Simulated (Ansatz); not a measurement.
Reactions of `CC(C)(Br)CBr`.

Isolated molecules relaxed with PBE0-D4/def2-TZVP in Ansatz; ΔE leaves out vibrations. CBS: MP2 limit from def2 TZ/QZ plus the TZ coupled-cluster correction, frozen cores. This one scheme is used for every species, atoms too. For atomizations the MP2-based limit and the directly extrapolated one differ by several kJ/mol either way, and by 10 to 25 for some Ge, Se and Sn compounds, so smaller differences from it don't rank the levels. Functionals use def2-TZVPP. B3LYP here is the variant with VWN-RPA as its local correlation; programs differ in this. Open shells (•) are unrestricted, without spin–orbit coupling. Spin–orbit coupling would lower the free atoms: a little for C; clearly for Br. Bonds to Br are less sure, by a few kJ/mol each and by 10 to 20 or more in all where they break to atoms, as the def2 sets lack core-valence functions. Scalar relativity is left out up to krypton. Each species was taken in one conformer, which may not be the lowest.

| reaction | B3LYP-D4 (kcal/mol) | PBE-D4 (kcal/mol) | MP2/CBS(def2) (kcal/mol) | CCSD(T)/CBS(def2) (kcal/mol) |
| --- | --- | --- | --- | --- |
| `CC(C)(Br)CBr` → 2 Br• + 4 C• + 8 H• | 1238.9 | 1269.6 | 1266.1 | 1246.3 |
| `CC(C)(Br)CBr` + H₂ → `CBr` + `CC(C)Br` | -11.7 | -10.3 | -6.4 | -9.2 |
| `CC(C)(Br)CBr` + `CCBr` → `CC(Br)C(C)(C)Br` + `CBr` | 1.2 | 1.1 | -0.3 | 0.3 |
| `CC(C)(Br)CBr` + `FC[SiH3]` → `FC([SiH3])CBr` + `CC(C)Br` | 0.1 | 0.0 | 3.2 | 1.7 |
| `CC(C)(Br)CBr` + H₂ → `CC(C)(C)Br` + HBr | -16.8 | -15.6 | -14.1 | -16.2 |

Largest T1 diagnostic: 0.011, for `FC[SiH3]`.
